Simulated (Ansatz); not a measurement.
`[Br][Al]1[SiH2][S]1` and `[NH2][Al]1[SiH2][S]1` differ in one atom or group.

Ansatz, PBE0-D4/def2-TZVP geometries, multiplicity 1. Each molecule was computed in one conformer, which needn't be the lowest.

Scalar relativity is left out up to krypton.

| property | `[Br][Al]1[SiH2][S]1` |
| --- | --- |
| HOMO–LUMO gap (B3LYP/def2-TZVPP) / eV | 4.70 |
| HOMO energy (PBE0/def2-TZVPP) / eV | -6.86 |
| ideal-gas entropy at 298 K and 1 bar (rigid rotor, harmonic PBE0-D4/def2-TZVP) / J/(mol·K) | 344 |
| LUMO energy (ωB97M-V/def2-TZVPP) / eV | -0.06 |
| HOMO energy (B3LYP/def2-TZVPP) / eV | -6.66 |
| zero-point energy (PBE0-D4/def2-TZVP) / kJ/mol | 54.2 |

Problem. What does the change do to each property? (Best estimate.)

Solution. Computed: 
```json
{"property": "HOMO–LUMO gap (B3LYP/def2-TZVPP) / eV", "`[NH2][Al]1[SiH2][S]1`": "4.99", "shift": "0.29"}
{"property": "HOMO energy (PBE0/def2-TZVPP) / eV", "`[NH2][Al]1[SiH2][S]1`": "-6.48", "shift": "0.38"}
{"property": "ideal-gas entropy at 298 K and 1 bar (rigid rotor, harmonic PBE0-D4/def2-TZVP) / J/(mol·K)", "`[NH2][Al]1[SiH2][S]1`": "334", "shift": "-10"}
{"property": "LUMO energy (ωB97M-V/def2-TZVPP) / eV", "`[NH2][Al]1[SiH2][S]1`": "0.55", "shift": "0.61"}
{"property": "HOMO energy (B3LYP/def2-TZVPP) / eV", "`[NH2][Al]1[SiH2][S]1`": "-6.28", "shift": "0.38"}
{"property": "zero-point energy (PBE0-D4/def2-TZVP) / kJ/mol", "`[NH2][Al]1[SiH2][S]1`": "118.2", "shift": "64.0"}
```

With PBE0 the HOMO rises by 0.38 eV and the LUMO rises by 0.70 eV, so the gap widens by about 0.32 eV. PBE moves the HOMO by 0.38 eV and ωB97M-V by 0.37 eV. The zero-point energy changes by 64.0 kJ/mol with +6 modes.

B3LYP here is the variant with VWN-RPA as its local correlation; programs differ in this.

Spin–orbit coupling is left out; it splits and shifts lone-pair levels of the heavy atoms by tenths of an eV.
